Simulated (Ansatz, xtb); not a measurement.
## Two isomers of C2H7Te+

We compare a, `CC[TeH2+]`, a singlet, with b, `C[TeH+]C`, a singlet. Both are isolated ions in the gas phase, relaxed with r2SCAN-D4/def2-SVP; the shapes shown needn't be the lowest conformers.

a (Å):

```xyz
10

C     1.1611   -1.0905   -0.6268
C     0.0116   -0.1440   -0.3782
Te   -1.6721   -0.3668   -1.7778
H     1.9305   -0.8782    0.1350
H     0.8751   -2.1466   -0.5152
H     1.6285   -0.9436   -1.6115
H    -0.4777   -0.2777    0.5998
H     0.2725    0.9203   -0.4929
H    -0.6872   -0.4457   -3.1247
H    -1.6838   -2.0339   -1.6726
```

b (Å):

```yaml
atoms:
  - { symbol: C, position_ang: [1.2702, -1.7841, -0.4947] }
  - { symbol: C, position_ang: [-0.8171, 0.2309, -1.8823] }
  - { symbol: Te, position_ang: [-0.8254, -1.3188, -0.3933] }
  - { symbol: H, position_ang: [1.8435, -0.8488, -0.4920] }
  - { symbol: H, position_ang: [1.5106, -2.4060, 0.3782] }
  - { symbol: H, position_ang: [1.4259, -2.3511, -1.4224] }
  - { symbol: H, position_ang: [-0.6492, -0.2567, 0.8840] }
  - { symbol: H, position_ang: [-1.7736, 0.7653, -1.8047] }
  - { symbol: H, position_ang: [0.0329, 0.8990, -1.6966] }
  - { symbol: H, position_ang: [-0.7351, -0.2660, -2.8584] }
```

Energies in hartree; the thermal terms are from r2SCAN-D4/def2-SVP harmonic frequencies (ideal gas, rigid rotor, one conformer each, 298.15 K, 1 atm) and include the zero-point energy:

```
                               a           b
E, CCSD(T)/def2-TZVP  −347.405487  −347.422664
   zero-point energy     0.079712     0.080983
        H(298 K) − E     0.086068     0.087751
        G(298 K) − E     0.050332     0.050992
```

Question: Work out ΔE, ΔE₀, ΔH and ΔG for a → b in kJ/mol (1 Eh = 2625.50 kJ/mol) and the equilibrium ratio [b]/[a].

Answer: 1. ΔE = −347.422664 − (−347.405487) = −0.017177 Eh = −45.10 kJ/mol.
2. ΔE₀ = ΔE + ΔZPE = −0.017177 + (+0.001271) Eh = −41.76 kJ/mol.
3. ΔH = ΔE + (+0.001683) Eh = −40.68 kJ/mol.
4. ΔG = ΔE + (+0.000660) Eh = −43.37 kJ/mol, so ΔS = (ΔH − ΔG)/T = +9.0 J/(mol K).
5. kT = 0.9442 mEh, so K = [b]/[a] = exp(−ΔG/kT) = exp(+17.49) ≈ 4.0 × 10^7.

Structure b is favoured at this temperature. An error of 4 kJ/mol in ΔG would change K by a factor of 5. GFN2-xTB found them nearly level. Mirror images and further conformers aren't counted.

As drawn, b has 1 C–Te, 1 C–H in place of 1 C–C, 1 Te–H.

Other levels gave ΔE = −0.4 (GFN2-xTB); −56.1 (HF/STO-3G, GFN2-xTB geometries); −31.3 (r2SCAN-D4/def2-SVP//GFN2-xTB); −28.6 (r2SCAN-D4/def2-SVP); −44.0 (HF/def2-TZVP); −48.2 (MP2/def2-TZVP) kJ/mol. The correlated steps freeze 6 core orbitals; the filled d shell of Te is correlated, in a basis made for valence electrons. Atoms past krypton carry core potentials in the def2 sets, without spin–orbit terms. Programs: Ansatz 0.2.0, xtb 6.7.1.
